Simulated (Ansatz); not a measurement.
Job for Ansatz (a quantum-chemistry and plane-wave program): U-CCSD(T)/cc-pVDZ on BeH3N (SMILES [BeH][NH2]), a point of a bond scan (R = 3.226 Å).

Ansatz 0.2 input:
```yaml
crystal:
  periodic: [false, false, false]
  atoms:
    - {symbol: Be, position_ang: [-0.55549601, -0.10298035, -0.76701060]}
    - {symbol: H, position_ang: [-1.33100906, -0.24674845, -1.83781348]}
    - {symbol: N, position_ang: [0.31947459, 0.05922564, 0.44112000]}
    - {symbol: H, position_ang: [2.64170461, -1.98983129, 1.34394893]}
    - {symbol: H, position_ang: [0.27149950, 0.82519504, 1.09476189]}
basis:
  gaussian:
    orbitals: cc-pVDZ
correlation: {method: ccsd_t, electrons: outside_noble_gas}
scf: {omitted_lower_state_checks: [cluster_reference]}
magnetization: {spin_polarized: true, initial_magnetization: 0}
```

The head of its log:

```
WARN ansatz: RAYON_NUM_THREADS=1 ignored (pool sized by the plan → 1); use --threads N
Functional definition: HF
these checks for a lower state are left out or cut short: cluster_reference
integrals: 0.02 GiB planned
395 factors; integrals over basis functions are off by at most 1.3e-3 eV
mean field: 0.07 GiB planned
mean field evaluation 1: about -1909.3686 eV, gradient 3.4e1 eV
mean field evaluation 2: about -1909.4188 eV, gradient 3.4e1 eV
mean field evaluation 4: about -1914.4675 eV, gradient 1.2e1 eV
mean field evaluation 8: about -1914.4675 eV, gradient 1.2e1 eV
mean field evaluation 16: about -1921.0285 eV, gradient 7.2e0 eV
mean field evaluation 32: about -1924.3941 eV, gradient 2.5e-6 eV
mean field evaluation 64: about -1924.3941 eV, gradient 2.0e-6 eV
mean field evaluation 96: about -1923.9770 eV, gradient 7.0e-1 eV
mean field evaluation 128: about -1924.3707 eV, gradient 1.5e0 eV
mean field evaluation 160: about -1917.5410 eV, gradient 8.8e0 eV
mean field evaluation 192: about -1912.7413 eV, gradient 1.9e1 eV
mean field -1924.39405197 eV, -70.7201770087 hartree, gradient 2.1e-6 eV, S^2 1.006559; 14 other end points of the search recorded, 0 dependent functions left out
2 core orbitals not correlated
reference -1924.39405197 eV, -70.7201770087 hartree; 5, 5 occupied and 36, 36 virtual orbitals, 395 factors
```

Problem. Give the final energy of this run.

Solution. -70.9248 hartree (reference determinant -70.7202, T1 diagnostic 0.014). Its determinant has ⟨S²⟩ = 1.01, a mixture of spin states.
